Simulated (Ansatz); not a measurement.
Reaction (ligand exchange at a B–C bond): `COB(C)OC` + H–F → `COB(F)OC` + CH₄

Isolated molecules relaxed with PBE0-D4/def2-TZVP in Ansatz; ΔE leaves out vibrations. CBS: MP2 limit from def2 TZ/QZ plus the TZ coupled-cluster correction, frozen cores. This one scheme is used for every species. DFT in def2-TZVPP. B3LYP here is the variant with VWN-RPA as its local correlation; programs differ in this. Each species was taken in one conformer, which may not be the lowest.

CCSD(T)/CBS gives -32.2 kcal/mol.

(1) Another level gave -33.2 kcal/mol. Which?
A. B3LYP-D4/def2-TZVPP
B. CCSD(T)/def2-TZVPP
C. PBE-D4/def2-TZVPP
D. HF/def2-TZVPP

Largest T1 diagnostic among the species: 0.012.

Answers

(1) B. CCSD(T)/def2-TZVPP -33.2, B3LYP-D4 -34.8, HF/def2-TZVPP -40.3, PBE-D4 -32.0 kcal/mol.

In def2-TZVPP, CCSD(T) changes the Hartree–Fock value by +7.1 kcal/mol (the triples alone add +0.8 kcal/mol) and MP2 by +7.8 kcal/mol. The D4 term adds +1.7 kcal/mol with B3LYP and +1.0 kcal/mol with PBE0; it sums over pairs of atoms, weighted by their polarisabilities, and B3LYP, whose exchange is more repulsive, gets the larger term.
